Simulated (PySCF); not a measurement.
**One molecule, many functionals**

Species: C₃H₆BFO₂.
Numbering: `[F:1][C@@H:2]1[CH2:3][CH2:4][O:5][BH:6][O:7]1` (hydrogens: H8 on C2; H9, H10 on C3; H11, H12 on C4; H13 on B6)

Cartesian coordinates in Å at the PBE0-D3(BJ)/def2-SVP level; atoms count from 1:
```
atom  x, y, z in Å
F1    -0.1480    0.4549   -1.9869
C2     0.7579    0.3500   -0.9610
C3     0.4649   -0.9208   -0.1912
C4    -0.8938   -0.7924    0.4693
O5    -0.9861    0.4005    1.2231
B6    -0.2376    1.4769    0.8946
O7     0.6445    1.4713   -0.1573
H8     1.7636    0.3569   -1.4115
H9     1.2550   -1.0710    0.5619
H10    0.4845   -1.7809   -0.8766
H11   -1.0883   -1.6365    1.1474
H12   -1.6836   -0.7877   -0.2999
H13   -0.3244    2.4775    1.5570
```

Linear-response calculations in the def2-SVPD basis (PySCF; singlets by full response, triplets Tamm–Dancoff, core orbitals frozen in the response; HF means time-dependent Hartree–Fock). 'Strongest' is the level of largest summed f among the singlets computed (10 roots, of which the last may lack a degenerate partner); it can jump between rows when another state enters that window. S1 is the lowest singlet of each run and needn't be the same state throughout; f(S1) is that of one state. The structure is a single PBE0-D3(BJ)/def2-SVP conformer in the gas phase; no vibrational or solvent corrections.

```
functional                               kind  S1 (eV)  f(S1)  strongest (eV)  T1 (eV)  HOMO (eV)  gap (eV)  ionisation energy, ΔSCF (eV)
       LDA                                LDA     6.78  0.007            7.50     6.54      -7.43      6.67                         10.53
     B3LYP  global hybrid, 20% exact exchange     7.62  0.007            8.20     7.16      -8.65      8.72                         10.95
      PBE0  global hybrid, 25% exact exchange     7.79  0.007            8.38     7.26      -8.87      9.23                         10.97
 BHandHLYP  global hybrid, 50% exact exchange     8.62  0.009            9.07     7.91     -10.41     11.21                         12.34
 CAM-B3LYP             range-separated hybrid     8.09  0.006            8.60     7.48     -10.35     11.28                         11.28
   wB97X-D             range-separated hybrid     8.21  0.006            8.73     7.64     -10.80     12.66                         11.17
   LC-wPBE             range-separated hybrid     8.48  0.005            8.92     7.72     -11.65     13.49                         11.50
        HF                       Hartree–Fock     9.97  0.041           10.42     8.56     -12.77     14.76                   not settled
```

**Question.** What does PBE (GGA) give?

**Answer.** S1 (eV) 6.86, f(S1) 0.007, strongest (eV) 7.55, T1 (eV) 6.58, HOMO (eV) -7.30, gap (eV) 6.78, ionisation energy, ΔSCF (eV) 10.38. S1 runs from 6.78 eV (LDA) to 9.97 eV (HF), a spread of 3.19 eV, while the orbital gap spreads over 8.1 eV. Along PBE (0%), B3LYP (20%), PBE0 (25%), BHandHLYP (50%), HF (100%) S1 rises with the share of exact exchange. −ε(HOMO) comes closest to its own ΔSCF ionisation energy with LC-wPBE (+0.14 eV) and misses most with LDA (-3.10 eV). 'Not settled' means that the ion's SCF failed to converge or may have ended in another state than the lowest.

Without π bonds the low states are Rydberg-like; a valence basis with one diffuse set may place them up to an eV too high.
